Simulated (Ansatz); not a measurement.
`OB(O)[SiH3]`, 9 atoms. Charge 0, multiplicity 1. All runs use 2 threads of an Arm Neoverse V2 on a shared host. Correlated methods freeze the cores.

Question: Give the basis size and wall time and peak host memory of each of these runs in Ansatz. RHF-MP2/def2-QZVPP energy; RKS ωB97M-V/def2-SVP energy; RHF-CCSD(T)/def2-SVP energy; RKS B2PLYP (frozen core)/def2-TZVPP energy; RKS ωB97M-V/def2-QZVPP energy; RKS SPW92 (LDA)/def2-TZVPP energy; RKS PBE0-D4/def2-SVP energy; RKS PBE0-D4/def2-TZVP relaxation (6 steps); RHF-CCSD(T)/def2-TZVPP energy; RKS PBE-QIDH (frozen core)/def2-TZVPP energy; RKS revPBE-D4/def2-TZVPP energy; RKS PBE0-D4/def2-TZVP frequencies. (Best estimate.)

Answer: Ansatz gave: Other jobs shared the machine, so times are rough.

```csv
level,job,functions,wall time,peak host memory (GiB)
RKS PBE0-D4/def2-SVP,energy,85,1.1 s,0.15
RKS SPW92 (LDA)/def2-TZVPP,energy,205,1.3 s,0.21
RKS revPBE-D4/def2-TZVPP,energy,205,2.1 s,0.21
RHF-CCSD(T)/def2-SVP,energy,85,2.8 s,0.26
RKS ωB97M-V/def2-SVP,energy,85,4.3 s,0.22
RKS B2PLYP (frozen core)/def2-TZVPP,energy,205,5 s,0.42
RKS PBE-QIDH (frozen core)/def2-TZVPP,energy,205,5.5 s,0.42
RHF-MP2/def2-QZVPP,energy,391,19 s,1.7
RKS ωB97M-V/def2-QZVPP,energy,391,20 s,1.1
RKS PBE0-D4/def2-TZVP,relaxation (6 steps),160,21 s,0.31
RHF-CCSD(T)/def2-TZVPP,energy,205,83 s,2.7
RKS PBE0-D4/def2-TZVP,frequencies,160,110 s,0.31
```
